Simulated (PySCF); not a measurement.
# Sn (tin, neutral) across methods

[Kr] 4d10 5s1 5p3, high-spin 5S determinant (an excited configuration). Calculation: PySCF 2.14, in aug-cc-pVTZ-PP with ECP28MDF (6s5p4d2f, 55 functions); scalar relativity through the core potential. The B2PLYP total includes its PT2 part (frozen core); its orbital energies are those of the SCF part.

```json
{"method": "LDA", "E (hartree)": "-213.7107", "mean ε 4d β (eV)": "-26.379", "mean ε 5s α (eV)": "-12.386", "mean ε 5p α (eV)": "-5.080", "Σ⟨r²⟩ (bohr²)": "59.61", "⟨S²⟩": "6.002"}
{"method": "TPSS", "E (hartree)": "-213.9794", "mean ε 4d β (eV)": "-26.339", "mean ε 5s α (eV)": "-12.274", "mean ε 5p α (eV)": "-5.025", "Σ⟨r²⟩ (bohr²)": "59.44", "⟨S²⟩": "6.002"}
{"method": "r2SCANh", "E (hartree)": "-214.1562", "mean ε 4d β (eV)": "-27.891", "mean ε 5s α (eV)": "-13.483", "mean ε 5p α (eV)": "-5.672", "Σ⟨r²⟩ (bohr²)": "58.76", "⟨S²⟩": "6.004"}
{"method": "UHF", "E (hartree)": "-213.23138", "mean ε 4d β (eV)": "-36.225", "mean ε 5s α (eV)": "-18.294", "mean ε 5p α (eV)": "-8.535", "Σ⟨r²⟩ (bohr²)": "59.72", "⟨S²⟩": "6.005"}
{"method": "B2PLYP", "E (hartree)": "-213.8011", "mean ε 4d β (eV)": "-31.722", "mean ε 5s α (eV)": "-15.389", "mean ε 5p α (eV)": "-6.741", "Σ⟨r²⟩ (bohr²)": "59.52", "⟨S²⟩": "6.002"}
{"method": "revPBE", "E (hartree)": "-214.1179", "mean ε 4d β (eV)": "-26.284", "mean ε 5s α (eV)": "-12.154", "mean ε 5p α (eV)": "-4.975", "Σ⟨r²⟩ (bohr²)": "59.59", "⟨S²⟩": "6.002"}
{"method": "PBE0", "E (hartree)": "-214.0838", "mean ε 4d β (eV)": "-29.032", "mean ε 5s α (eV)": "-13.889", "mean ε 5p α (eV)": "-5.989", "Σ⟨r²⟩ (bohr²)": "59.25", "⟨S²⟩": "6.002"}
{"method": "r2SCAN", "E (hartree)": "-214.1635", "mean ε 4d β (eV)": "-26.869", "mean ε 5s α (eV)": "-12.879", "mean ε 5p α (eV)": "-5.316", "Σ⟨r²⟩ (bohr²)": "58.80", "⟨S²⟩": "6.004"}
```

Problem. Estimate the same row for PBE.

Solution. E (hartree) = -214.0591; mean ε 4d β (eV) = -26.329; mean ε 5s α (eV) = -12.198; mean ε 5p α (eV) = -4.998; Σ⟨r²⟩ (bohr²) = 59.66; ⟨S²⟩ = 6.002.

Energies and moments cover only the electrons outside the core potential.
